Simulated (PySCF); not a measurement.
C2H3F3O. Atoms are numbered in the order given.

```xyz
9

C     -0.0264     1.9368     0.0000
O     -0.7551     0.7218     0.0000
C     -0.0341    -0.4006     0.0000
F      0.7616    -0.4951     1.0727
F     -0.8599    -1.4284     0.0000
F      0.7616    -0.4951    -1.0727
H      0.6020     2.0180    -0.8999
H      0.6020     2.0180     0.8999
H     -0.7706     2.7408     0.0000
```
Charge 0, spin multiplicity 1.

The structure is a stationary point at PBE0-D3(BJ)/def2-SVP.

All values below come from SMD-ωB97X/6-31G* in PySCF.

Solvation free energies are E(SMD) − E(gas) at the gas-phase geometry, for 1 M in both phases. In vacuum the dipole moment is 2.28 D.

| solvent | ΔG(solv) (kcal/mol) | its non-electrostatic (CDS) part | dipole (D) |
|---|---|---|---|
| water | 1.2 | 4.7 | 2.73 |
| n-hexane | -0.6 | 0.5 | 2.44 |
| benzene | -0.8 | 0.6 | 2.48 |
